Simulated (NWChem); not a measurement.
System: CH3F3OSi; SMILES O[Si](F)(F)CF

Here is an NWChem input.

```
start job
memory heap 200 mb stack 900 mb global 1100 mb
geometry units angstroms noautoz
  O     -1.607901    -0.348532    -0.134873
  Si     0.018322    -0.474391    -0.019066
  F      0.401235    -1.488018     1.156057
  F      0.658132    -1.086931    -1.352398
  C      0.721686     1.245785     0.315609
  F     -0.197297     2.151929    -0.259032
  H     -1.892143     0.565192    -0.295890
  H      1.704912     1.416873    -0.136592
  H      0.794082     1.467073     1.387352
end
basis spherical
  * library def2-tzvp
end
dft
  xc xctpssh
  iterations 150
  semidirect filesize 400000000
  mulliken
end
task dft energy
```

Output (shortened):

```
             Northwest Computational Chemistry Package (NWChem) 7.3.0
             --------------------------------------------------------

 C1  symmetry detected

                             Geometry "geometry" -> ""
                             -------------------------

 Output coordinates in angstroms (scale by  1.889725989 to convert to a.u.)

  No.       Tag          Charge          X              Y              Z
 ---- ---------------- ---------- -------------- -------------- --------------
    1 O                    8.0000    -1.60252945    -0.15179605    -0.32018962
    2 Si                  14.0000    -0.02261522    -0.43493469    -0.00784920
    3 F                    9.0000     0.11392656    -1.55921589     1.12012431
    4 F                    9.0000     0.73831614    -1.00918538    -1.29375585
    5 C                    6.0000     0.76835520     1.18539558     0.55306912
    6 F                    9.0000     0.01277191     2.21039906    -0.05873210
    7 H                    1.0000    -1.78638535     0.79326495    -0.44130215
    8 H                    1.0000     1.81422017     1.29623267     0.24586917
    9 H                    1.0000     0.71375119     1.32360283     1.63969683

 Effective nuclear repulsion energy (a.u.)     338.0225436857

                                 NWChem DFT Module
                                 -----------------

 Summary of "ao basis" -> "ao basis" (spherical)
 ------------------------------------------------------------------------------
       Tag                 Description            Shells   Functions and Types
 ---------------- ------------------------------  ------  ---------------------
 O                         def2-tzvp                11       31   5s3p2d1f
 Si                        def2-tzvp                13       37   5s5p2d1f
 F                         def2-tzvp                11       31   5s3p2d1f
 C                         def2-tzvp                11       31   5s3p2d1f
 H                         def2-tzvp                 4        6   3s1p

            General Information
            -------------------
          SCF calculation type: DFT
          Wavefunction type:  closed shell.
          No. of atoms     :     9
          No. of electrons :    58
           Alpha electrons :    29
            Beta electrons :    29
          Charge           :     0
          Spin multiplicity:     1
          Use of symmetry is: off; symmetry adaption is: off
          Maximum number of iterations: 150
          AO basis - number of functions:   210
                     number of shells:    80
          Convergence on energy requested:  1.00D-06
          Convergence on density requested:  1.00D-05
          Convergence on gradient requested:  5.00D-04

              XC Information
              --------------
                  TPSS hybrid Method XC Functional
                     Hartree-Fock (Exact) Exchange  0.100
                  TPSS metaGGA Exchange Functional  0.900
             TPSS03 metaGGA Correlation Functional  1.000

             Grid Information
             ----------------
          Grid used for XC integration:  medium
          Radial quadrature: Mura-Knowles
          Angular quadrature: Lebedev.
          Tag              B.-S. Rad. Rad. Pts. Rad. Cut. Ang. Pts.
          ---              ---------- --------- --------- ---------
          O                   0.60       49          11.0       434
          Si                  1.10       88           9.0       590
          F                   0.50       49          11.0       434
          C                   0.70       49          10.0       434
          H                   0.35       45          11.0       434
          Grid pruning is: on
          Number of quadrature shells:   468
          Spatial weights used:  Erf1

      Superposition of Atomic Density Guess
      -------------------------------------

 Sum of atomic energies:        -701.04470866

      Non-variational initial energy
      ------------------------------

 Total energy =    -702.655807
 1-e energy   =   -1646.206336
 2-e energy   =     605.527985
 HOMO         =      -0.377204
 LUMO         =       0.031445

------------------------------------------------------------
EAF file 0: "./job.aoints.0" size=724566016 bytes
------------------------------------------------------------
               write      read    awrite     aread      wait
               -----      ----    ------     -----      ----
     calls:     1382         0         0         0         0
   data(b): 7.25e+08  0.00e+00  0.00e+00  0.00e+00
   time(s): 0.00e+00  0.00e+00  0.00e+00  0.00e+00  0.00e+00
rate(mb/s): 0.00e+00  0.00e+00
------------------------------------------------------------

     ---------------------------------------------
      Total Density - Mulliken Population Analysis
     ---------------------------------------------

    Atom       Charge   Shell Charges
 -----------   ------   -------------------------------------------------------
    1 O    8     8.82   0.79  1.18  0.59  0.95  0.24  2.01  2.20  0.84  0.00  0.01  0.00
    2 Si  14    12.47   2.00  0.59  1.39  0.71  0.23  4.10  1.74  0.46  0.61  0.11  0.24  0.18  0.11
    3 F    9     9.50   0.77  1.20  0.61  1.01  0.31  2.36  2.35  0.87  0.00  0.01  0.00
    4 F    9     9.50   0.77  1.20  0.61  1.01  0.31  2.36  2.36  0.87  0.00  0.01  0.00
    5 C    6     6.06   0.86  1.12  0.53  0.67  0.13  1.05  1.26  0.35  0.02  0.06  0.01
    6 F    9     9.39   0.77  1.20  0.61  1.00  0.32  2.32  2.30  0.85  0.00  0.01  0.00
    7 H    1     0.54   0.19  0.25  0.05  0.04
    8 H    1     0.86   0.24  0.45  0.14  0.02
    9 H    1     0.85   0.24  0.45  0.14  0.02

   convergence    iter        energy       DeltaE   RMS-Dens  Diis-err
 ---------------- ----- ----------------- --------- --------- ---------
 d= 0,ls=0.0,diis     1   -704.3874939526 -1.04D+03  6.04D-03  1.58D+00
 d= 0,ls=0.0,diis     2   -704.2019224443  1.86D-01  3.43D-03  4.06D+00
 d= 0,ls=0.0,diis     3   -704.5389906908 -3.37D-01  4.14D-04  3.24D-02
 d= 0,ls=0.0,diis     4   -704.5406181387 -1.63D-03  2.14D-04  7.12D-03
 d= 0,ls=0.0,diis     5   -704.5410684290 -4.50D-04  6.56D-05  1.36D-03
  Resetting Diis
 d= 0,ls=0.0,diis     6   -704.5411678693 -9.94D-05  1.42D-05  2.43D-05
 d= 0,ls=0.0,diis     7   -704.5411698540 -1.98D-06  6.99D-06  1.91D-06
 d= 0,ls=0.0,diis     8   -704.5411697298  1.24D-07  3.89D-06  3.09D-06

         Total DFT energy =     -704.541169729811
      One electron energy =    -1649.908602809617
           Coulomb energy =      675.017341956435
    Exchange-Corr. energy =      -67.672452562315
 Nuclear repulsion energy =      338.022543685687

 Numeric. integr. density =       58.000004590565

                       DFT Final Molecular Orbital Analysis
                       ------------------------------------

 Vector   27  Occ=2.000000D+00  E=-3.557858D-01
              MO Center=  4.3D-01,  1.7D+00,  2.8D-01, r^2= 1.8D+00
   Bfn.  Coefficient  Atom+Function         Bfn.  Coefficient  Atom+Function
  ----- ------------  ---------------      ----- ------------  ---------------
   169      0.315305  6 F  pz               172      0.255792  6 F  pz
   167     -0.251292  6 F  px               170     -0.203454  6 F  px
   175      0.184297  6 F  pz               200      0.170905  8 H  s
   206     -0.168959  9 H  s                138     -0.153750  5 C  pz
   173     -0.146720  6 F  px               136      0.127914  5 C  px

 Vector   28  Occ=2.000000D+00  E=-3.407759D-01
              MO Center= -1.2D+00, -1.6D-01, -2.6D-01, r^2= 1.7D+00
   Bfn.  Coefficient  Atom+Function         Bfn.  Coefficient  Atom+Function
  ----- ------------  ---------------      ----- ------------  ---------------
     8      0.406924  1 O  pz                11      0.345813  1 O  pz
    14      0.242527  1 O  pz               105     -0.130371  4 F  px
     6     -0.122296  1 O  px               108     -0.103674  4 F  px
     9     -0.103076  1 O  px                74      0.076528  3 F  px
    12     -0.072355  1 O  px                75     -0.071378  3 F  py

 Vector   29  Occ=2.000000D+00  E=-3.174443D-01
              MO Center=  1.6D-01,  8.9D-01,  1.8D-01, r^2= 2.8D+00
   Bfn.  Coefficient  Atom+Function         Bfn.  Coefficient  Atom+Function
  ----- ------------  ---------------      ----- ------------  ---------------
   168     -0.218851  6 F  py               137      0.201897  5 C  py
   171     -0.177066  6 F  py               140      0.173023  5 C  py
    35     -0.154961  2 Si s                174     -0.147182  6 F  py
   167     -0.135679  6 F  px                 8      0.131639  1 O  pz
   136      0.131236  5 C  px                47     -0.130135  2 Si py

 Vector   30  Occ=0.000000D+00  E=-7.095744D-03
              MO Center=  1.5D-01,  9.0D-01,  1.4D-01, r^2= 4.0D+00
   Bfn.  Coefficient  Atom+Function         Bfn.  Coefficient  Atom+Function
  ----- ------------  ---------------      ----- ------------  ---------------
   166      0.537928  6 F  s                  5      0.470633  1 O  s
   143     -0.466996  5 C  py               207     -0.428527  9 H  s
   195     -0.385056  7 H  s                144      0.358942  5 C  pz
   135      0.351345  5 C  s                 36     -0.339394  2 Si s
   142      0.300982  5 C  px               201     -0.235924  8 H  s

 Vector   31  Occ=0.000000D+00  E= 1.638999D-02
              MO Center= -2.2D-01, -1.5D-01,  1.6D-01, r^2= 5.9D+00
   Bfn.  Coefficient  Atom+Function         Bfn.  Coefficient  Atom+Function
  ----- ------------  ---------------      ----- ------------  ---------------
   195      0.892128  7 H  s                 36      0.776520  2 Si s
   135     -0.774104  5 C  s                207      0.659019  9 H  s
     5     -0.643665  1 O  s                201      0.643764  8 H  s
    50     -0.547380  2 Si py                73     -0.444447  3 F  s
   104     -0.300928  4 F  s                 47     -0.230685  2 Si py

[...]
```

Level: TPSSh/def2-TZVP. All runs use the structure optimised with B3LYP/6-31G* (spherical d).
